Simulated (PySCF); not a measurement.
## Calculated data, AlF2H

All values are calculated (PySCF 2.14.0). Calculation on a computer-drawn molecule: the log of a Hartree-Fock and frozen-core CCSD(T) single point meant for a local Hartree-Fock minimum, with one planted fault or none, to be diagnosed. Offsets are logged minus clean, where the clean run is the same molecule without the fault. The reference is restricted for singlets and unrestricted otherwise, and also for a bond in bohr or an excited solution. Adding or removing an electron swaps singlet and doublet. The excited solution moves the top pair (singlet) or top alpha electron (doublet) to the lowest empty orbital. Highest occupied and lowest empty are orbital energies over both spins, largest force is the largest gradient component, triples share is (T) over the correlation energy, the T1 limit is 0.02 restricted and 0.045 unrestricted, electrons count all cores, a negative frequency is imaginary (commonest isotopes), and the dipole is about the centre of nuclear charge.

```xyz
4
formula=AlF2H meant_charge=0 meant_multiplicity=1 meant_basis=cc-pV(D+d)Z logged_electrons=32 logged_basis_functions=56 logged_SCF_converged=yes logged_spin_squared=0.9064 logged_highest_occupied=-8.883 logged_lowest_empty=0.81831 logged_largest_force=0.019794 logged_T1_diagnostic=0.075326 logged_D1_diagnostic=0.42938 logged_triples_share=0.019123 logged_CC_converged=yes logged_dipole_magnitude=1.4711 logged_SCF_stable_within_its_kind=yes logged_energy_HF=-441.35791 logged_energy_CCSD(T)=-441.7875 possible_faults=no_fault,one_electron_removed,one_electron_added,multiplicity_raised_by_two,geometry_at_a_saddle_point,SCF_held_on_an_excited_solution,minimal_basis_STO-3G,one_bond_length_entered_in_bohr,all_coordinates_scaled planted_fault=one_bond_length_entered_in_bohr,row_1_of_the_drawn_bonds HF_energy_offset_from_clean_run=110.5 CCSD(T)_energy_offset_from_clean_run=127.6
F      0.5065     0.5594    -0.3766
Al    -2.4182     0.8456     0.6203
F     -3.2757     2.1304     0.0631
H     -3.0427    -0.1796     1.6015
```

Units: logged_highest_occupied, logged_lowest_empty in eV; logged_largest_force in hartree/bohr; logged_dipole_magnitude in debye; logged_energy_HF, logged_energy_CCSD(T) in hartree; HF_energy_offset_from_clean_run, CCSD(T)_energy_offset_from_clean_run in kcal/mol.

Drawn bonds:
```csv
atom,other atom,order
1,2,1
2,3,1
2,4,1
```

Notes: T1 above single-reference limit.
